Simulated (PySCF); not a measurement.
Positional isomers: propene methyl+boryl. Isolated molecules, 0 K electronic values unless said otherwise. One relaxed conformer stands for each flexible species; it need not be the lowest. Strings in code marks are SMILES.

These are PBE-D3(BJ)/def2-TZVP // M06-2X/def2-TZVP in PySCF 2.14.0 values and carry that method's errors. Delta-SCF ions had no search for a lower state. Excitations are Tamm–Dancoff values on a coarser integration grid. The basis has no diffuse functions, so Rydberg states are missing or too high.

| species | S1 oscillator strength | S1 excitation (TDA) (eV) | vertical ionisation energy (Delta-SCF) (eV) | HOMO–LUMO gap (eV) | HOMO (eV) |
|---|---|---|---|---|---|
| `B/C(C)=C/C` | 0.001 | 4.87 | 9.53 | 3.85 | -6.52 |
| `C/C=C(/C)B` | 0.001 | [?] | 9.39 | 3.63 | -6.41 |
| `C(=C\B)/CC` | 0.000 | [?] | – | 4.20 | -6.94 |
| `B/C=C\CC` | 0.001 | [?] | 9.92 | [?] | -6.89 |
| `CC(=C)CB` | [?] | 3.51 | 8.93 | 3.45 | [?] |
| `C(B)/C=C\C` | 0.009 | 3.92 | [?] | 3.84 | -5.95 |

Question: Some entries are withheld; supply them.

Answer: 
- `C/C=C(/C)B`, S1 excitation (TDA) (eV): 4.65
- `C(=C\B)/CC`, S1 excitation (TDA) (eV): 4.88
- `B/C=C\CC`, S1 excitation (TDA) (eV): 4.56
- `B/C=C\CC`, HOMO–LUMO gap (eV): 4.02
- `CC(=C)CB`, S1 oscillator strength: 0.002
- `CC(=C)CB`, HOMO (eV): -5.85
- `C(B)/C=C\C`, vertical ionisation energy (Delta-SCF) (eV): 9.08
